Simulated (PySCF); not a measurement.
Cr(O)(OH)4 (CrH4O5), SMILES [O]=[Cr]([OH])([OH])([OH])[OH], multiplicity 1. Geometry optimised at PBE-D3(BJ)/def2-SVP. The multiplicity is an assumed one; other spin states were not compared. One conformer was computed; it need not be the lowest.

Computed equilibrium geometry at PBE-D3(BJ)/def2-SVP (PySCF confirms it by a frequency run) as a Z-matrix, and its point group (one conformer of several):
point group Cs.
```
Cr
O 1 1.5688
O 1 1.7598 2 99.40
H 3 0.9847 1 103.79 2 -167.53
O 1 1.7598 2 99.40 3 116.14
H 5 0.9847 1 103.79 2 167.53
O 1 1.8401 2 87.53 5 121.93
H 7 0.9817 1 108.00 2 0.00
O 1 1.8821 2 165.75 8 0.00
H 9 0.9782 1 112.79 2 0.00
```
